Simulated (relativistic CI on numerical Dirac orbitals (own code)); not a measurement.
**Ir6+: q coefficients and field-shift factors**

Calculated at this level of theory: Dirac-Coulomb-Breit CI, KLI orbitals optimised for each configuration, derivatives by finite differences, unscaled Slater integrals, QED left out (own radial code, finite nucleus).

CI space (outside the closed core [Kr] 4d10 4f14 5s2): 5p6 5d3, 5p6 5d2 6s, 5p6 5d2 5f, 5p6 5d2 6p, 5p5 5d4, 5p6 5d 6s2, 5p6 5d 5f2, 5p6 5d2 6d. Levels of other configurations are missing.

With x = (α/α₀)² − 1 an excitation energy changes as ω = ω₀ + qx; K = 2q/ω₀ is the relative enhancement. Terms are leading LS components, so labels can repeat. The field-shift factor is F = δν/δ⟨r²⟩ for the transition from the lowest level.

Lowest level 5p6 5d3 4F_3/2.

| Level | ω₀ (cm⁻¹) | q (cm⁻¹) | K | F (GHz/fm²) |
| --- | --- | --- | --- | --- |
| 5p6 5d3 4F_5/2 | 7224.9 | 9131 | 2.53 | 0.716 |
| 5p6 5d3 4F_7/2 | 13257.8 | 13550 | 2.04 | 1.2 |
| 5p6 5d3 4F_9/2 | 17484.6 | 13510 | 1.54 | 1.36 |
| 5p6 5d3 4P_3/2 | 17952.6 | 4685 | 0.522 | 1.73 |
| 5p6 5d3 4P_1/2 | 20689.4 | 7473 | 0.722 | 1.77 |
| 5p6 5d3 2G_7/2 | 27824.5 | 15310 | 1.1 | 2.09 |
| 5p6 5d3 2H_9/2 | 29001.8 | 16810 | 1.16 | 1.78 |
| 5p6 5d3 4P_5/2 | 29970.5 | 16410 | 1.09 | 1.81 |
| 5p6 5d3 2D_3/2 | 33622.2 | 18030 | 1.07 | 2.85 |
| 5p6 5d3 2P_1/2 | 35075.6 | 18000 | 1.03 | 4.67 |
| 5p6 5d3 2H_11/2 | 39182.4 | 19780 | 1.01 | 2.15 |
| 5p6 5d3 2D_5/2 | 41859.4 | 21030 | 1 | 3.52 |
| 5p6 5d3 2G_9/2 | 44416.2 | 29180 | 1.31 | 3.39 |
| 5p6 5d3 2P_3/2 | 48249.5 | 28210 | 1.17 | 5.78 |
| 5p6 5d3 2F_5/2 | 49147.4 | 13980 | 0.569 | 3.28 |
| 5p6 5d3 2F_7/2 | 49959.8 | 17360 | 0.695 | 3.52 |
| 5p6 5d3 2D_3/2 | 73093.8 | 20400 | 0.558 | 3.67 |
| 5p6 5d3 2D_5/2 | 73910.1 | 24260 | 0.656 | 4.29 |
| 5p6 5d2 6s 4F_3/2 | 138045.6 | -60160 | -0.872 | 114 |
| 5p6 5d2 6s 4F_5/2 | 141773.5 | -57610 | -0.813 | 113 |
| 5p6 5d2 6s 4F_7/2 | 150301.9 | -48110 | -0.64 | 115 |
| 5p6 5d2 6s 2F_5/2 | 157996.6 | -48490 | -0.614 | 107 |
| 5p6 5d2 6s 4F_9/2 | 158130.6 | -42230 | -0.534 | 116 |

At this charge configurations can still be misplaced by up to about 7 % of their energy. Terms inside the open d or f shell come out 10 to 20 % too wide with unscaled integrals. Levels and lines within the n = 5 or 6 shells can be off by up to 10 % or somewhat more, and those that change n by about 2 %, since core polarisation is missing.
